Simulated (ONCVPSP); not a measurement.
molybdenum (Mo): ONCV pseudisation with PBE, fully relativistic reference atom.

Mo (Z = 42), optimised norm-conserving Vanderbilt (ONCV), made with ONCVPSP 4.0.1 (PBE, fully relativistic). Core [Kr], reference 4d5 5p1. Waves: s scattering state at 0.32 Ha: rc 2.95 bohr, ncon 4, nbas 9, qcut 2.1 1/bohr, 2 projectors, debl 3.2 Ha; 5p: rc 3.50 bohr, ncon 4, nbas 8, qcut 1.9 1/bohr, 2 projectors, debl 1.9 Ha; 4d: rc 1.90 bohr, ncon 3, nbas 8, qcut 9.6 1/bohr, local. Local part: the d channel. Core correction: Teter function fitted to the true core (icmod 2), fcfact 0.7.

Open shells are filled in proportion to 2j + 1.

In the s channel the program set the typed energies aside and used 0.050, 3.250 Ha.

All-electron outer shells of the reference configuration (PBE, scalar-relativistic, ld1.x):

```csv
shell,level (eV),outermost node (bohr),outermost maximum (bohr)
4p,-39.86,0.52,1.08
4d,-5.03,0.53,1.38
5p,-1.74,1.54,4.00
```

Calculated quality:

```json
{
  "Cutoffs needed": "20 Ha and 25 Ha (the cutoffs (Ha) at which the residual kinetic energy of the hardest occupied pseudo-wave falls to 1 and 0.1 mHa per electron)",
  "Ghost test": "no bound ghost flagged but for a GHOST(-) flag that falls on a real empty level of the atom; GHOST(+) flagged for s at 9.3 eV, p3/2 at 26.6 eV, p1/2 at 28.9 eV",
  "Largest excitation error": "+40 meV (all-electron minus pseudo) for 4d5 5s1 5p0, out of 4 test configurations",
  "rms error of d²Exc/dni dnj": "9.95 mHa without and 4.88 mHa with the model core"
}
```

Generation and tests took about 7.1 s on one core of a shared server CPU.
